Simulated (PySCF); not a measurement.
**Vertical excitation energies**

Compound: C₃H₅BO₂.
InChI=1S/C3H5BO2/c1-2-5-4-6-3-1/h1-3H,4H2

Computed with TDDFT CAM-B3LYP/def2-SVPD, vertical, gas phase, core orbitals frozen in the response in PySCF. Geometry: PBE0-D3(BJ)/def2-SVP; no solvent, vibrations or thermal averaging.

**Question.** List the vertical singlet excitations with oscillator strengths and describe the spectrum.

**Answer.** 

```
state  E (eV)  E (kJ/mol)  λ (nm)       f  main configurations (H = HOMO, L = LUMO)
   S1    3.63         350   341.5   0.042                                 H→L (99%)
   S2    4.92         475   251.7  0.0020                               H-2→L (98%)
   S3    6.23         601   199.0   0.162                               H-1→L (98%)
   S4    6.42         620   193.0   0.039                               H→L+1 (95%)
   S5    6.70         646   185.1  0.0001                  H-4→L (54%), H-3→L (39%)
   S6    6.94         669   178.7  0.0007                  H-3→L (59%), H-4→L (38%)
   S7    7.38         712   168.0   0.019                               H→L+3 (85%)
   S8    7.45         719   166.4  0.0000                               H→L+2 (97%)
   S9    7.75         748   159.9   0.195                               H→L+4 (94%)
  S10    7.87         760   157.5  0.0001                               H→L+6 (92%)
```

Triplets (Tamm–Dancoff): T1 2.50 eV, H→L (93%); T2 4.55 eV, H-2→L (97%); T3 5.17 eV, H-1→L (90%); T4 6.04 eV, H→L+4 (70%), H-5→L (16%).

The lowest singlet comes at 341 nm (350 kJ/mol) in the ultraviolet; it is of moderate strength; its leading configuration is HOMO→LUMO (99%). The most intense listed level is S9 at 7.75 eV (160 nm, f = 0.195), 4.12 eV above S1. Löwdin shares by element: HOMO oxygen 31%, carbon 20% or more, boron 15% (atoms not listed hold the other 34%); LUMO carbon 51% or more, oxygen 30% (atoms not listed hold the other 19%). The oscillator strengths of these states sum to 0.460; summed over the whole spectrum of an exact calculation they would give the number of electrons, 44 (Thomas–Reiche–Kuhn). Of the 10 states listed, 5 reach f = 0.01 and 3 stay under 0.0005. The listed states span 4.24 eV. No computed singlet lies in the visible range (380 to 750 nm); the lowest, at 341 nm, stands 0.37 eV above its violet end (3.26 eV); a Tamm–Dancoff triplet lies at 496 nm, without intensity as long as spin–orbit coupling is left out. All these states lie below the vertical ionisation energy of 9.17 eV (ΔSCF). The window holds the lowest 10 singlets.
